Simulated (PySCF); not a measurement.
## Peak assignment

Structure with atom numbers: `[CH3:1][O:2][C:3](=[O:4])[C@H:5]1[CH2:6][CH2:7][CH2:8][C:9](=[O:10])[CH2:11]1`. Hydrogens are named by the atom that carries them. Ha(C6), Ha(C7), Ha(C8), Ha(C11) are cis to C3 on the ring; Hb(C6), Hb(C7), Hb(C8), Hb(C11) are trans to C3 on the ring.

PySCF 2.14.0 with density-fitted response routines calculation with shielding tensors at PBE0/pcSseg-1 (GIAO) and geometry: GFN2-xTB; one averaged value for each set of equivalent atoms, non-relativistic, a single conformation, gas phase.

Scale: ¹³C, ¹H vs TMS (reference shieldings calculated alike).

Q: Assign these signals to the numbered atoms. ¹³C{¹H} NMR (computed): δ 212.8, 182.9, 54.2, 49.4, 47.4, 44.6, 33.3, 30.7.

A: 
212.8 → C9, ketone carbonyl carbon: low-lying n→π* states of the double bond to the heteroatom give a large paramagnetic term (-274 ppm)
182.9 → C3, ester carbonyl carbon: lone-pair donation from the attached heteroatom keeps it upfield of a ketone carbonyl
54.2 → C1, methyl carbon bonded to O: deshielded by the electronegative neighbour
49.4 → C5, sp3 CH α to a carbonyl: α to the electron-withdrawing carbonyl group
47.4 → C11, sp3 CH2 α to a carbonyl: α to the electron-withdrawing carbonyl group
44.6 → C8, sp3 CH2 α to a carbonyl
33.3 → C6, sp3 CH2 in a ring: aliphatic region, no heteroatom directly attached
30.7 → C7, sp3 CH2 in a ring

Q: Assign these signals to the numbered atoms. ¹H NMR (400 MHz, computed): δ 3.89 (s, 3H), 2.69 (m, 1H), 2.61 (m, 1H), 2.30 (m, 1H), 2.29 (m, 1H), 2.27 (m, 1H), 2.16 (m, 1H), 1.87 (m, 1H), 1.83 (m, 1H), 1.65 (m, 1H).

A: 
```tsv
δ (ppm)	atoms	environment	reason
3.89	H(C1)	hydrogen on a methyl carbon bonded to O	its carbon carries O, which withdraws density
2.69	Ha(C11)	hydrogen on an sp3 CH2 α to a carbonyl	α to C=O
2.61	H(C5)	hydrogen on an sp3 CH α to a carbonyl	α to C=O
2.30	Hb(C8)	hydrogen on an sp3 CH2 α to a carbonyl	α to C=O
2.29	Ha(C8)	hydrogen on an sp3 CH2 α to a carbonyl	–
2.27	Hb(C11)	hydrogen on an sp3 CH2 α to a carbonyl	–
2.16	Ha(C7)	hydrogen on an sp3 CH2 in a ring	–
1.87	Hb(C6)	hydrogen on an sp3 CH2 in a ring	–
1.83	Ha(C6)	hydrogen on an sp3 CH2 in a ring	–
1.65	Hb(C7)	hydrogen on an sp3 CH2 in a ring	–
```

Ha(C11) and H(C5); Hb(C8) and Ha(C8); Ha(C8) and Hb(C11); Hb(C11) and Ha(C7); Hb(C6) and Ha(C6) lie closer than the usual error of such a calculation, so a measured spectrum could show them in the other order.

Shifts are as computed. Against solution values, carbons near 30 ppm lie about +3 ppm off and those near 130 ppm about +5 ppm. Of 1211 compounds with measured shifts, 218 miss one by over three times the rms of a fit or turn the order of signals round; such compounds aren't used in these exercises. No couplings were computed; multiplicities are counted from neighbouring protons, with m where these are inequivalent, close in shift, in a saturated or five-membered ring or joined by F or P, and br s for small geminal =CH2 splittings.
